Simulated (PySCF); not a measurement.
**Two-dimensional NMR puzzle**

Compound of formula C2H12O2Si4. Correlations simulated from computed shifts and the bond graph:

HSQC (one-bond C–H):
```
   δH     δC
10.05  212.0
 3.85   73.8
```

COSY cross peaks (H two or three bonds apart, from the bond graph; peaks can be absent where the dihedral angle is near 90°):
```
   δH    δH
10.05  3.85
```

HMBC (two and three bonds, from the bond graph):
```
   δH     δC
10.05   73.8
 3.85  212.0
```

- shielding tensors at PBE0/pcSseg-1 (GIAO)
- GFN2-xTB structure
- run in PySCF 2.14.0 with density-fitted response routines
- one computed conformer, equivalent nuclei averaged, no relativistic terms, isolated molecule

References, each an isolated molecule treated in the same way: 1H and 13C vs TMS.

Exchangeable hydrogens are left out of these lists.

Question: Which molecule is this?

Answer: SMILES O=CCO[Si]([SiH3])([SiH3])[SiH3].

Mapped SMILES: `[O:1]=[CH:2][CH2:3][O:4][Si:5]([SiH3:6])([SiH3:7])[SiH3:8]`; H(Xn) means a hydrogen on atom n.

- δC 212.0 is C2, an aldehyde carbonyl carbon (δH 10.05).
- δC 73.8 is C3, an sp3 CH2 bonded to O, α to a carbonyl (δH 3.85).
- COSY links 10.05–3.85.

The data come from this structure; uniqueness wasn't tested.

Shifts are as computed. Against solution values, carbons near 30 ppm lie about +3 ppm off and those near 130 ppm about +5 ppm. Of 1211 compounds with measured shifts, 218 miss one by over three times the rms of a fit or turn the order of signals round; such compounds aren't used in these exercises.
